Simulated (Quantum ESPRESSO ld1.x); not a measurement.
Ne1.75+, 8.25 electrons, occupied as [He] 2s2 2p(up 3, down 1.25) (fractional occupations, a model configuration).

Method: scalar-relativistic Kohn-Sham, LDA (Slater exchange, VWN5 correlation), spin-polarised, spherical densities, point nucleus; computed with ld1.x of Quantum ESPRESSO 7.5.

Energy parts (hartree):
| part | energy |
|---|---|
| total | -126.4903 |
| kinetic | 126.3364 |
| electron-nucleus | -295.2082 |
| Hartree | 53.0875 |
| exchange-correlation | -10.7060 |

Orbitals (lengths in bohr, moments of r in powers of bohr):
orbital	occ.	eigenvalue (hartree)	<r^2>
1s up	1	-31.9544	0.03400
1s down	1	-31.8812	0.03386
2s up	1	-2.6982	0.8393
2s down	1	-2.5612	0.8672
2p up	3	-1.8626	0.8490
2p down	1.25	-1.7184	0.9050

The highest occupied level is 2p down at -46.760 eV. The density falls to 0.001 e/bohr^3 at r = 2.43 bohr. Summed over all electrons, <r^2> = 5.453 bohr^2, which gives a Langevin (diamagnetic) susceptibility term of -4.32 x 10^-6 cm^3/mol. Spin moment in Bohr magnetons: 1.75.
